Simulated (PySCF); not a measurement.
Species: [PtBr6]2- (charge -2 and singlet state).
Bonds: Pt1–Br2, Pt1–Br3, Pt1–Br4, Pt1–Br5, Pt1–Br6, Pt1–Br7.

Theory: PySCF, PBE0-D3(BJ)/def2-SVP geometry optimisation, gas phase, def2 core potentials past Kr.

(1) List the bond lengths and angles at this level.

Results:

(1) 
| bond | length (bohr) |
| --- | --- |
| Pt1–Br2 and 5 like bonds | 4.743 |

Bonds in one row agree within 0.02 bohr and their mean is given. A selection of angles:
| angle | degrees |
| --- | --- |
| Br2–Pt1–Br3 | 179.9 |
| Br2–Pt1–Br4 | 90.1 |

Pt1 (platinum bonded to 6 Br) is octahedral (the three widest angles are 179.9°, 179.9° and 179.9°, the others run from 89.9° to 90.1°). All 6 Br–Pt bonds measure 2.510 Å.

Point group: Oh (every atom within 0.08 Å of its image). Not checked by PBE0-D3(BJ)/def2-SVP frequencies. Whether so highly charged an anion holds all its electrons in the gas phase wasn't checked; a finite basis holds them in any case. The ion is multiply charged and computed without counter-ions or solvent. The geometry's basis has no diffuse functions, a weakness for an anion.
